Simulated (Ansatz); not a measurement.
C3H7NSi can be A, `CC[SiH2]C#N`, or B, `NC1=C[SiH2]C1`.

Program: Ansatz. Geometries: PBE0-D4/def2-TZVP. ΔE: electronic, gas phase. CCSD(T)/CBS is the MP2 limit (def2-TZVPP, def2-QZVPP) plus CCSD(T) − MP2 in def2-TZVPP, frozen cores. Functionals use def2-TZVPP. B3LYP here is the variant with VWN-RPA as its local correlation; programs differ in this. Each species was taken in one conformer, which may not be the lowest.

A:

```xyz
12

C    -1.031    1.149    0.084
C     0.462    0.831    0.115
Si    0.834   -0.978    0.376
C     0.033   -1.939   -0.995
N    -0.482   -2.501   -1.859
H    -1.202    2.217   -0.065
H    -1.520    0.864    1.018
H    -1.534    0.618   -0.727
H     0.962    1.386    0.916
H     0.945    1.142   -0.818
H     0.249   -1.500    1.635
H     2.282   -1.290    0.317
```

B:

```xyz
12

N     0.603   -1.483   -1.146
C     0.055   -0.477   -0.408
C    -1.231   -0.041   -0.335
Si   -0.770    1.170    0.955
C     0.887    0.323    0.572
H     1.599   -1.483   -1.274
H     0.067   -1.864   -1.908
H    -2.075   -0.408   -0.904
H    -0.853    2.629    0.651
H    -1.287    0.992    2.343
H     1.341   -0.286    1.358
H     1.664    0.927    0.096
```

Problem. Which isomer does CCSD(T)/CBS put lower? Give the gap. (Estimate.)

Solution. The calculation gave: A, by 20.2 kcal/mol.

Problem. Give E(B) − E(A) in kcal/mol with B2PLYP, MP2/def2-TZVPP, HF/def2-TZVPP, CCSD(T)/def2-TZVPP, B3LYP, B3LYP-D4, PBE-D4. (Estimate.)

Solution. The calculation gave: B2PLYP 21.8, MP2/def2-TZVPP 21.8, HF/def2-TZVPP 26.8, CCSD(T)/def2-TZVPP 22.5, B3LYP 19.9, B3LYP-D4 19.0, PBE-D4 12.0. None reverses the order clearly.

Problem. Does the order hold for the free energy at 298.15 K (harmonic terms from PBE0-D4)? (Best estimate.)

Solution. Computed: Yes: G(B) − G(A) = +23.0 kcal/mol, for one conformer each.

Largest T1 diagnostic: 0.012.

The D4 term adds −0.9 kcal/mol with B3LYP and −0.4 kcal/mol with PBE0; it sums over pairs of atoms, weighted by their polarisabilities, and B3LYP, whose exchange is more repulsive, gets the larger term. From BLYP to BHLYP (50 % exact exchange), in def2-TZVPP and without D4, E(B) − E(A) moves by −3.0 kcal/mol.
